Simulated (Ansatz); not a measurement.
The pair A = SiH4 (SMILES [SiH4]) (first 5 atoms), B = C2H6 (SMILES CC); geometry from B3LYP-D3(BJ)/def2-TZVP.
(charge 0, multiplicity 1):
```xyz
13

Si    -0.01942     0.30518     0.28514
H     -1.49070     0.40064     0.41076
H      0.43567    -1.01324     0.77953
H      0.61669     1.37666     1.08328
H      0.36472     0.45690    -1.13689
C     -0.72826    -0.11054     3.95544
C      0.75180    -0.27026     4.28909
H     -1.06961    -0.89414     3.27612
H     -0.92668     0.85110     3.47802
H     -1.34644    -0.16372     4.85373
H      0.94872    -1.23125     4.76828
H      1.09185     0.51354     4.96872
H      1.36956    -0.21772     3.39081
```

Frozen-core correlation. MP2 and its Hartree–Fock in aug-cc-pV(T+d)Z are density fitted.

Run with Ansatz (a quantum-chemistry and plane-wave program) with Gaussian orbitals. 

The counterpoise-corrected interaction energy is E(AB) − E(A in the pair's basis) − E(B in the pair's basis). Total energies (hartree):

```
level                              AB  A in the pair's basis  B in the pair's basis
-----------------------  ------------  ---------------------  ---------------------
HF/aug-cc-pV(D+d)Z       -370.4865691           -291.2506681            -79.2374143
MP2/aug-cc-pV(D+d)Z      -370.9253342           -291.3726549            -79.5513393
HF/aug-cc-pV(T+d)Z       -370.5226994           -291.2639519            -79.2602539
MP2/aug-cc-pV(T+d)Z      -371.0468537           -291.4097547            -79.6354148
CCSD(T)/aug-cc-pV(D+d)Z  -371.0065907           -291.4074658            -79.5977273
```

Work out the counterpoise-corrected interaction energy at the basis-set limit: extrapolate the MP2 correlation part as X⁻³, take Hartree–Fock from the larger set, and add the CCSD(T) − MP2 difference of aug-cc-pV(D+d)Z.


1. Differences (1 hartree = 627.509 kcal/mol): HF/aug-cc-pV(D+d)Z 0.950; MP2/aug-cc-pV(D+d)Z -0.841; HF/aug-cc-pV(T+d)Z 0.945; MP2/aug-cc-pV(T+d)Z -1.057; CCSD(T)/aug-cc-pV(D+d)Z -0.877.
2. Correlation parts, MP2 less HF: -1.790 in aug-cc-pV(D+d)Z (X = 2), -2.002 in aug-cc-pV(T+d)Z (X = 3).
3. Limit (3³·(-2.002) − 2³·(-1.790))/(3³ − 2³) = -2.091; with HF/aug-cc-pV(T+d)Z it gives -1.146.
4. CCSD(T) less MP2 in aug-cc-pV(D+d)Z: -0.036.
Result: -1.18 kcal/mol, against -0.84 at MP2/aug-cc-pV(D+d)Z. It is an estimate of this method's limit, not of the exact value.
